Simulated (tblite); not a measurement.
F6W, triplet, geometry from GFN2-xTB (such geometries of metal compounds can be far from the true shape) (the multiplicity is a formal guess); tblite 0.6.0 with GFN1-xTB with ALPB(water).

Here is a job for tblite.
```
$ tblite run mol.xyz --method gfn1 --charge 0 --spin 2 --alpb water --json tblite.json --no-restart

# file mol.xyz
7

W     -0.00000000     0.00000000    -0.00000000
F      1.07802634    -0.71487218    -1.53249694
F     -1.07802634     0.71487218     1.53249694
F     -1.14074725     0.76591483    -1.15973268
F     -0.80247594    -1.79471434    -0.39593272
F      0.80247594     1.79471434     0.39593272
F      1.14074725    -0.76591483     1.15973268
```

It wrote (shortened):

```
xTB calculator
 | screened Coulomb repulsion
 | Coulomb electrostatics
 |  * isotropic Klopman-Ohno-Mataga-Nishimoto electrostatics
 |  * onsite third-order electrostatics
 | DFT-D3(BJ) dispersion correction
 | Interactions (3)
 | [1] alpb/gbsa reaction field model
 | [2] cds contribution to solvation
 | [3] empirical free energy shift and standard state/solvent correction

halogen bonding energy    0.0000000000000E+00 Eh
repulsion energy          2.0225681459247E-02 Eh
dispersion energy        -1.7848454853336E-03 Eh
interaction energy        8.2773914051792E-03 Eh
number of electrons       4.8000000000000E+01 e
integral cutoff           3.6814730210589E+01 bohr

------------------------------------------------------------
  cycle        total energy    energy error   density error
------------------------------------------------------------
      1     -33.15183568423  -3.3178554E+01   9.2601847E-01
      2     -33.23575476681  -8.3919083E-02   4.3458637E-01
      3     -33.27017524191  -3.4420475E-02   1.6353624E-01
      4     -33.28426515462  -1.4089913E-02   9.6310203E-02
      5     -33.17980559392   1.0445956E-01   2.0326974E-01
      6     -33.28676538513  -1.0695979E-01   4.1505621E-02
      7     -33.28688701409  -1.2162896E-04   3.8169880E-02
      8     -33.28701745094  -1.3043686E-04   3.6691786E-02
      9     -33.28758865668  -5.7120574E-04   2.9098959E-02
     10     -33.28829011962  -7.0146293E-04   1.5326480E-02
     11     -33.28849738514  -2.0726552E-04   7.4772184E-03
     12     -33.28851089525  -1.3510111E-05   6.7263768E-03
     13     -33.28855606404  -4.5168785E-05   2.7663484E-03
     14     -33.28856500903  -8.9449905E-06   6.2687349E-04
     15     -33.28856549827  -4.8924453E-07   4.8481296E-05
     16     -33.28856550062  -2.3498856E-09   2.0881742E-05
     17     -33.28856550107  -4.5211124E-10   8.1961482E-06
------------------------------------------------------------

electronic energy        -3.3315283728452E+01 Eh
total energy             -3.3288565501073E+01 Eh

Post processing:
 | Mayer-Wiberg bond orders

[Info] JSON dump of results written to 'tblite.json'
```
